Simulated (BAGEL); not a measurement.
# Converging the basis set for SnCl4 (tin tetrachloride)

SnCl4 has 5 atoms, charge 0, and is taken as a singlet. SMILES: `[Cl][Sn]([Cl])([Cl])[Cl]`. Geometry: relaxed at PBE0-D4/def2-TZVP.

```xyz
5

Cl   -1.0966   -0.1617    2.0009
Sn    0.0000    0.0000    0.0000
Cl    1.8988   -1.2738    0.0660
Cl   -1.3620   -0.7482   -1.6785
Cl    0.5598    2.1836   -0.3884
```

Program: BAGEL 1.2.2. Method: HF (DKH2, density fitting with AutoAux, property ionisation energy). Swept: basis set. Watched: the HOMO energy. Each run: energy. Hardware: 1 thread of Intel Xeon at 2.30GHz, shared host.

The last row is the best point of the sweep, not the limit.

```csv
basis set,basis functions,value (eV),from the best (eV),wall time
ANO-RCC-MB,63,-13.7103,-0.5339,6 s
ANO-RCC-VDZ,83,-13.7559,-0.5795,9.3 s
ANO-RCC-VDZP,115,-13.3303,-0.1539,24 s
ANO-RCC-VTZP,204,-13.1764,0.0000,54 s
```

Over the sweep the value spans 0.5795 eV.
